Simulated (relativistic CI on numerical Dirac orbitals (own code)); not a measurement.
# How well does a small relativistic CI reproduce Fe VIII?

Method of calculation: Dirac-Coulomb-Breit CI, separate exchange-only KLI orbitals for each configuration, QED by a radiative potential, valence Slater integrals scaled by 0.9, configuration energies shifted to the measured levels that pair with them (semi-empirical) (own radial code, finite nucleus).

Configuration list (outside the closed core [Ne]): 3s²3p⁶3d, 3s²3p⁵3d², 3s²3p⁶4p, 3s²3p⁵3d4s, 3s²3p⁶6f, 3s²3p⁴3d³, 3s²3p⁶4s, 3s3p⁶3d², 3s²3p⁶4d, 3p⁶3d³, 3s²3p⁶4f, 3s²3p⁶5s, 3s²3p⁶5p, 3s²3p⁶5d, 3s3p⁵3d³, 3s²3p⁶5f, 3s²3p⁶5g, 3s²3p⁵4s², 3s²3p⁵3d4p, 3s²3p⁴3d²4s, 3s²3p⁵4s4p, 3s²3p⁴3d²4p, 3s²3p⁵4p², 3s²3p⁵3d4d, 3s²3p⁵4s4d, 3s3p⁶3d4s, 3s²3p⁴3d²4d, 3s3p⁶4s², 3s²3p⁵4p4d, 3s²3p⁵3d4f. Levels of other configurations are missing.

```tsv
Configuration	Term (tabulated)	J	Measured (cm⁻¹)	Computed	Error	Purity (%)
3s²3p⁶3d	2D	3/2	0.0	0	0	98
3s²3p⁶3d	2D	5/2	1836.0	1789	-47	98
3s²3p⁶4p	2P° †	1/2	510277.0	513324	3047	57
3s²3p⁶4p	2P° †	3/2	515550.0	515370	-180	93
3s²3p⁵3d4s	4F°	7/2	847145.0	847056	-89	93
3s²3p⁵3d4s	2F°	7/2	855100.0	854969	-131	96
3s²3p⁵3d4s	2F°	5/2	860615.0	860615	0	88
3s²3p⁵3d4s	4D°	7/2	874711.0	875302	591	79
3s²3p⁵3d4s	2F°	7/2	887325.0	887594	269	78
3s²3p⁶6f	2F°	5/2	1016560.0	1016557	-3	100
3s²3p⁶6f	2F°	7/2	1016570.0	1016573	3	100
```

Measured levels from Corliss and Sugar, J. Phys. Chem. Ref. Data 11, 135 (1982); pairs were made by configuration, J and term (by order where the table uses no LS term), so strongly mixed levels may be paired wrongly. Some J values or terms of the table were assigned by a fit.

Mean error by configuration (cm⁻¹): 3s²3p⁶3d -47; 3s²3p⁵3d4s 128; 3s²3p⁶6f 0. Over the excited levels the mean absolute error is 142 cm⁻¹ (10 of the 18 excited levels that our extract of the source holds in range could be paired, and the others can miss by more), and the median relative error of those above 1,000 cm⁻¹ is 0.013 %, both after the shifts were fitted to these levels, so that a configuration with one level shows no error. † marks terms whose computed intervals miss the measured ones by more than a factor of 2.5, or configurations far off the rest, from wrong mixing, a near crossing or a doubtful label or measurement; they are left out of the means.

Configurations whose levels could be paired with our table of measured levels were shifted onto them, all but the ground configuration, by the median error of their levels; single terms can still be off by 1,000 to 2,000 cm⁻¹ or more, and rates follow the energies as ν³ (E1, M1) or ν⁵ (E2). The others borrow a shift and can be off by several thousand cm⁻¹ or more. 10 of the 18 excited levels that our extract of the measured tables holds in this range could be paired (the sources list more); they are missed by 436 cm⁻¹ on average and 3047 at most, after the shifts were fitted to these levels, and levels without a partner can miss by more.

Shifts applied (cm⁻¹): 3s²3p⁶3d 0; 3s²3p⁶4p -825; 3s²3p⁵3d4s -31762; 3s²3p⁶6f -34777.
